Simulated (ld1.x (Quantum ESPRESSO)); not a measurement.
## An all-electron radial function and its pseudo partner (nitrogen)

Columns: radius, all-electron u(r) and pseudo u(r) of the 2p shell (level -20.82 eV) of nitrogen in the configuration [He] 2s2 2p2; LDA (PZ), non-relativistic, PAW scheme, ld1.x (Quantum ESPRESSO) 7.5.

```
r (bohr)  all-electron  pseudo
   0.098        0.0795  0.0119
   0.195        0.2332  0.0463
   0.292        0.3951  0.1007
   0.390        0.5395  0.1721
   0.488        0.6551  0.2549
   0.585        0.7398  0.3425
   0.682        0.7971  0.4299
   0.780        0.8310  0.5126
   0.878        0.8447  0.5847
   0.975        0.8425  0.6421
   1.072        0.8280  0.6832
   1.170        0.8042  0.7073
   1.268        0.7736  0.7143
   1.365        0.7387  0.7061
   1.463        0.7005  0.6853
   1.560        0.6609  0.6554
   1.658        0.6203  0.6192
   1.755        0.5803  0.5803
   1.852        0.5408  0.5409
   1.950        0.5022  0.5022
   2.047        0.4653  0.4653
   2.145        0.4297  0.4297
   2.242        0.3962  0.3962
   2.340        0.3643  0.3643
   2.438        0.3343  0.3343
   2.535        0.3066  0.3066
```

How many radial nodes do the two functions have?

The all-electron 2p function has n − l − 1 = 0; the pseudo-wave has 0.

At about which radius was the pseudo-wave matched?

1.95 bohr. The columns agree to 0.0005 from 1.75 bohr on; several derivatives are matched, so the curves merge somewhat inside the radius.

Where does each function peak?

Outermost all-electron maximum near 0.88 bohr, pseudo maximum near 1.27 bohr (to the table’s step).

Is the pseudo-wave norm-conserving?

No, it belongs to a PAW set: the norm inside the radius is not constrained, and the difference is carried by the augmentation charge.
